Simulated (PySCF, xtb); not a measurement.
AlH7O2Si2, SMILES [OH][Al]([OH])[SiH2][SiH3].

GFN2-xTB run with xtb at its own geometry gives an orbital gap of 3.42 eV and a dipole moment of 1.12 D.

Geometry: TPSSh-D3(BJ)/def2-SVP. The structure was generated by enumeration; whether it is a known compound was not checked. Other conformers were not sampled.

Task: What does HF/def2-TZVP run with PySCF give? (An estimate is asked for; the answer gives what the named calculation found.)

Result: gap 11.99 eV (levels -10.10 and 1.88 eV), dipole 2.75 D.
